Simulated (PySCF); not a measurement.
# Electronic structure of Os (osmium, neutral) at the UHF level

Configuration: [Xe] 4f14 5d6 6s2, high-spin 5D determinant. All numbers are calculated (PySCF 2.14, scalar relativity through the core potential, in aug-cc-pVQZ-PP with ECP60MDF (7s7p6d4f3g2h, 135 functions)).

| Quantity | Value |
| --- | --- |
| Total energy | -90.071502 hartree |
| One-electron energy | -155.2487 hartree |
| Hartree (Coulomb) energy | 73.8948 hartree |
| Exchange energy | -8.7176 hartree |
| ⟨S²⟩ | 6.0326 |
| ⟨L²⟩ | 6.043 |
| Sum of ⟨r⟩ | 26.38 bohr |
| Sum of ⟨r²⟩ | 58.15 bohr² |
| Traceless quadrupole moment −½Σ⟨3z² − r²⟩ along its main axis | 1.20 e·bohr² |
| Time after the integrals | about 7 core-seconds |

```tsv
shell	electrons	mean orbital energy (hartree)	spread (hartree)	rms radius, mean of both spins (bohr)
5s α	1	-4.04181	0	1.09
5s β	1	-3.85093	0	1.09
5p α	3	-2.41626	0.04975	1.27
5p β	3	-2.14243	0.03529	1.27
5d α	5	-0.48170	0.06289	1.92
5d β	1	-0.34296	0	1.92
6s α	1	-0.32604	0	3.46
6s β	1	-0.24803	0	3.46
```

Energies and moments cover only the electrons outside the core potential. Spin-orbit coupling, absent here, splits the open shell strongly.
